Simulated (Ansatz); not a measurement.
`OBSCO` + `[CH3][AlH][Br]` → `BSCO` + `[CH3][Al]([OH])[Br]`  (redistribution)

Program: Ansatz. Geometries: PBE0-D4/def2-TZVP. ΔE: electronic, gas phase. CBS: MP2 limit from def2 TZ/QZ plus the TZ coupled-cluster correction, frozen cores. Functionals use def2-TZVPP. B3LYP here is the variant with VWN-RPA as its local correlation; programs differ in this. For Br outer-core shells are correlated without core-valence functions, which leaves a few kJ/mol of doubt a bond. Scalar relativity is left out up to krypton. Each species was taken in one conformer, which may not be the lowest.

Is it downhill or uphill in electronic energy at CCSD(T)/CBS, and by how much? (Estimate.)

The calculation gave: Downhill: ΔE = -0.32 eV.

What do these levels give: PBE-D4, B3LYP-D4, B2PLYP, PBE, r2SCAN, HF/def2-TZVPP, SCS-MP2/def2-TZVPP, CCSD(T)/def2-TZVPP, MP2/def2-QZVPP, HF/CBS(def2), MP2/CBS(def2), CCSD/CBS(def2)? (An estimate is asked.)

The calculation gave: PBE-D4 -0.24, B3LYP-D4 -0.28, B2PLYP -0.31, PBE -0.25, r2SCAN -0.30, HF/def2-TZVPP -0.24, SCS-MP2/def2-TZVPP -0.32, CCSD(T)/def2-TZVPP -0.31, MP2/def2-QZVPP -0.34, HF/CBS(def2) -0.24, MP2/CBS(def2) -0.35, CCSD/CBS(def2) -0.31 eV.

Largest T1 diagnostic among the species: 0.014.

In def2-TZVPP, CCSD(T) changes the Hartree–Fock value by −0.07 eV (the triples alone add −0.00 eV) and MP2 by −0.10 eV.
